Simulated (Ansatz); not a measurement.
H₃Si, doublet, geometry from GFN2-xTB.

The Ansatz (a first-principles code) input:
Ansatz 0.2 input:
```yaml
crystal:
  periodic: [false, false, false]
  atoms:
    - {symbol: Si, position_ang: [0.00172380, 0.00046639, 0.05606838]}
    - {symbol: H, position_ang: [-0.01025152, 1.41163100, -0.27334508]}
    - {symbol: H, position_ang: [1.21691602, -0.70748096, -0.29344641]}
    - {symbol: H, position_ang: [-1.23079768, -0.71067955, -0.21816587]}
basis:
  gaussian:
    orbitals: cc-pV_D+d_Z.json
hamiltonian:
  xc: {name: SVWN5}
magnetization: {spin_polarized: true, initial_magnetization: 1}
```
The basis file holds cc-pV(D+d)Z in the JSON format of the Basis Set Exchange.

Q: What number of basis functions does SVWN5/cc-pV(D+d)Z (Ansatz) give?

A: 38

Q: What total energy does SVWN5/cc-pV(D+d)Z give?

A: -290.0196 Eh

Q: What <S^2> does SVWN5/cc-pV(D+d)Z give?

A: 0.752
